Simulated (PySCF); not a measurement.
C2H6BrSb. Atoms are numbered in the order given.

```xyz
10

Sb    -0.7475     0.4379     0.0000
Br     1.7400    -0.1060     0.0000
C     -1.2365    -0.9568     1.5807
H     -0.8868    -0.5622     2.5445
H     -2.3294    -1.0852     1.6174
H     -0.7544    -1.9235     1.3811
C     -1.2365    -0.9568    -1.5807
H     -0.8868    -0.5622    -2.5445
H     -0.7544    -1.9235    -1.3811
H     -2.3294    -1.0852    -1.6174
```
Charge 0, spin multiplicity 1.

Geometry optimised at PBE0-D3(BJ)/def2-SVP. The structure was generated by enumeration; whether it is a known compound was not checked. The def2 effective core potentials stand for the cores of Sb; spin–orbit coupling is left out.

All values below come from TDA-ωB97X/def2-SVPD (PySCF).

Vertical excitations. Gas-phase values at a fixed geometry. State labels are in the subgroup Cs.

```tsv
state	symmetry	energy (eV)	λ (nm)	f	main pairs
S1	A'	4.60	269	0.079	HOMO→LUMO 95 %
S2	A"	5.39	230	0.002	HOMO−1→LUMO 95 %
S3	A'	5.98	207	0.054	HOMO−2→LUMO 90 %
S4	A"	6.21	200	0.166	HOMO→LUMO+1 88 %
S5	A"	6.73	184	0.032	HOMO−3→LUMO 90 %
S6	A'	6.75	184	0.130	HOMO→LUMO+2 54 %, HOMO→LUMO+3 36 %
S7	A'	7.27	171	0.037	HOMO−1→LUMO+1 71 %, HOMO−4→LUMO 22 %
S8	A'	7.48	166	0.076	HOMO→LUMO+3 45 %, HOMO→LUMO+2 39 %
S9	A"	7.72	161	0.016	HOMO−2→LUMO+1 90 %
S10	A'	7.84	158	0.680	HOMO−4→LUMO 43 %, HOMO−1→LUMO+1 16 %, HOMO→LUMO+3 9 %, HOMO−3→LUMO+1 8 %
T1	A'	3.72	333	0	HOMO→LUMO 95 %
T2	A"	4.99	248	0	HOMO−1→LUMO 93 %
T3	A"	5.09	244	0	HOMO→LUMO+1 84 %
T4	A'	5.36	231	0	HOMO−2→LUMO 90 %
```
Triplets are in the Tamm–Dancoff approximation.
